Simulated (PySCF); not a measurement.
C₆ coefficients of unlike pairs at LC-wPBE

Calculated with PySCF 2.14 from the dipole response of each species, C₆(A,B) = (3/π) ∫ α_A(iu) α_B(iu) du, in atomic units, from isotropic polarisabilities. For ions this is the dispersion term alone; charge-induced terms of lower order in 1/R come first.

```csv
species,configuration,basis,relativity,α (bohr³),C₆ (like pair)
P,[Ne] 3s2 3p3 (4S),dyall-av3z (19s12p3d2f),spin-free X2C,25.30,186.0
Ga²⁺,[Ar] 3d10 4s1 (2S),"x2c-QZVPPall with one added diffuse shell each of s, p, d, f type (12s8p6d5f1g)",spin-free X2C,10.05,31.39
Bi,[Xe] 4f14 5d10 6s2 6p3 (4S),"aug-cc-pVQZ-PP with one added diffuse shell each of s, p, d, f, g type with ECP60MDF (8s8p6d4f3g)",core potential,49.37,589.6
```

Problem. Estimate C₆ for Bi with Ga²⁺.

Solution. The integral gives 134.6. The combination rule 2 C_A C_B / (C_A α_B/α_A + C_B α_A/α_B) gives 135.0 and the geometric mean 136.0.

No spin-orbit coupling is included, so Bi, close to jj coupling, stand for model states.

The other pairs:

```json
{"pair": "Ga²⁺, P", "C₆": "75.32"}
{"pair": "Bi, P", "C₆": "329.9"}
```
